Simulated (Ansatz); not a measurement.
Coupled-cluster diagnostics for Li₂Al₄ (the lowest singlet isomer of a short search), Ansatz.

Geometry of the singlet (r2SCAN-D4/def2-SVP):

```xyz
6

Li    0.763    1.681    2.452
Li    1.538   -0.909   -1.071
Al   -0.204   -0.621    1.384
Al   -0.949    0.201   -2.050
Al   -0.002    1.519   -0.138
Al   -1.146   -1.870   -0.576
```

Correlated methods freeze 20 core orbitals; core or outer-core shells of Li are correlated, in sets that lack core-valence functions. The structure comes from a short search, and lower isomers may exist.

Question: Estimate the CCSD(T) correlation energy, the shares of MP2 and (T), T1 and the reference's ⟨S²⟩ for: charge 0, singlet, own geometry in def2-TZVPP; and the rough time on 4 threads of AMD EPYC 7B13 on a shared host.

Answer: 
```
                          state       basis  correlation (eV)  MP2 share (%)  (T) share (%)     T1  ⟨S²⟩ (pure)  wall time                                    remarks
charge 0, singlet, own geometry  def2-TZVPP           -13.024           89.6            9.1  0.023  0.00 (0.00)       35 s  large T1 (0.023), restricted SCF unstable
```
Customary marks for T1 are 0.02 (closed shells), 0.045 (open shells) and about 0.05 (3d metals). T1 exceeds 0.02 in 1 of 1 rows and 0.045 in 0; the higher it lies, the less the single-reference result can be trusted.
